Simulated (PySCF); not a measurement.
**Dipole moment and polarisability of `C#C[SiH2]C(C)(C)[SiH3]`**

Compound: C₅H₁₂Si₂.
Cartesian coordinates in Å at the GFN2-xTB level; atoms count from 1:
```
atom  x, y, z in Å
C1     2.3596    2.4948   -1.0763
C2     2.0518    1.4690   -0.5299
Si3    1.5231   -0.1077    0.2858
C4    -0.3618   -0.3017    0.0002
C5    -1.0942    0.8920    0.6199
C6    -0.6468   -0.3166   -1.5044
Si7   -1.0104   -1.9211    0.7815
H8     2.6389    3.3914   -1.5517
H9     1.8244   -0.0062    1.7186
H10    2.2597   -1.2125   -0.3391
H11   -0.9231    0.9473    1.6937
H12   -2.1696    0.8168    0.4540
H13   -0.7533    1.8276    0.1750
H14   -0.3013    0.6056   -1.9734
H15   -0.1467   -1.1519   -1.9920
H16   -1.7167   -0.4083   -1.6956
H17   -0.3298   -3.0680    0.1757
H18   -0.7617   -1.9095    2.2247
H19   -2.4519   -2.0317    0.5408
```

Level: PBE0/def2-SVPD (PySCF), static field, nuclei fixed, core orbitals frozen in the response. The polarisability tensor in these axes (au):

```
x   111.55  15.21  -5.44
y    15.21 122.46 -12.78
z    -5.44 -12.78 101.51
```

Task: Diagonalise the tensor; give its mean and Δα, where Δα² is half the sum of the squared differences of the eigenvalues.

Result: Principal values 95.17, 102.14 and 138.22 au; mean 111.84 au = 16.57 Å³ = 18.44 × 10⁻⁴⁰ C²·m²/J; Δα = 40.02 au (36 % of the mean).

Task: What is the dipole moment, and where does it point?

Result: (-0.44, 0.66, -0.47) D, 0.92 D in size, pointing from the negative to the positive side. Measured along this direction, the outermost atoms are H18 and H17 at the negative end and H8 at the positive end.

Task: Refractivity n − 1 of an ideal gas of it at 298.15 K and 1 atm, from the electronic α?

Result: N = p/kT = 2.4615 × 10¹⁹ cm⁻³, so n − 1 = 2π × N × 16.57 × 10⁻²⁴ cm³ = 2563 × 10⁻⁶ at long wavelengths, for an ideal gas.

Task: Traceless (Buckingham) quadrupole moment about the centre of nuclear charge: eigenvalues?

Result: -3.02, -2.53, 5.54 D·Å. The values depend on the origin, since the dipole doesn't vanish. The electronic extent ⟨r²⟩ about the same centre is 1370 bohr², a root-mean-square distance of 2.34 Å for the 70 electrons.

Task: What depolarisation ratio follows for Rayleigh scattering of linearly polarised light, taking the static tensor?

Result: ρ = 3Δα²/(45ᾱ² + 4Δα²) = 4804.9/(562881 + 6406.5) = 0.00844.

Task: Find the Langevin capture rate constant for H3+ (3.023 u) meeting this molecule (128.048 u), k = 2.342 × 10⁻⁹ cm³/s × √(α in Å³ / reduced mass in u).

Result: The reduced mass is 2.95 u, so k = 5.55 × 10⁻⁹ cm³/s. The formula leaves out the permanent dipole, which adds to the capture rate.

One conformer (not necessarily the lowest) at the GFN2-xTB geometry, without solvent, vibrations or thermal averaging.
